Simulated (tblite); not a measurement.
I$_{4}$Ti (SMILES [I][Ti]([I])([I])[I]), singlet, at a GFN2-xTB geometry (such geometries of metal compounds can be far from the true shape); GFN1-xTB (tblite 0.6.0).

Here is a job for tblite.
```
$ tblite run mol.xyz --method gfn1 --charge 0 --spin 0 --grad --json tblite.json --no-restart

# file mol.xyz
5

Ti    -0.00000000     0.00000000    -0.00000000
I      2.09524070    -0.59546698    -1.49603154
I      0.78783176     0.44202976     2.48327520
I     -1.17364265     2.16819622    -0.95090116
I     -1.70942982    -2.01475900    -0.03634250
```

Output, abridged:

```
xTB calculator
 | screened Coulomb repulsion
 | Coulomb electrostatics
 |  * isotropic Klopman-Ohno-Mataga-Nishimoto electrostatics
 |  * onsite third-order electrostatics
 | DFT-D3(BJ) dispersion correction

halogen bonding energy    0.0000000000000E+00 Eh
repulsion energy          3.6526185737493E-02 Eh
dispersion energy        -4.7388442515808E-03 Eh
number of electrons       3.2000000000000E+01 e
integral cutoff           3.9599309224301E+01 bohr

------------------------------------------------------------
  cycle        total energy    energy error   density error
------------------------------------------------------------
      1     -15.74018046133  -1.5771968E+01   6.6732131E-01
      2     -35.87040874539  -2.0130228E+01   2.7968081E+00
      3     -17.22498975401   1.8645419E+01   3.0654924E-01
      4     -16.75138298662   4.7360677E-01   3.7193264E-01
      5     -17.23472922489  -4.8334624E-01   1.0298823E-01
      6     -17.24330808925  -8.5788644E-03   7.4874178E-02
      7     -17.25453367792  -1.1225589E-02   5.6486192E-03
      8     -17.25461950932  -8.5831400E-05   3.3708708E-03
      9     -17.25463410302  -1.4593702E-05   2.2246769E-03
     10     -17.25463779284  -3.6898179E-06   4.8169753E-04
     11     -17.25463818506  -3.9221944E-07   4.6741045E-05
     12     -17.25463818733  -2.2692248E-09   4.7933638E-07
------------------------------------------------------------

electronic energy        -1.7286425528815E+01 Eh
total energy             -1.7254638187329E+01 Eh

Post processing:
 | Mayer-Wiberg bond orders

[Info] Tight-binding results written to 'tblite.txt'
[Info] JSON dump of results written to 'tblite.json'
```
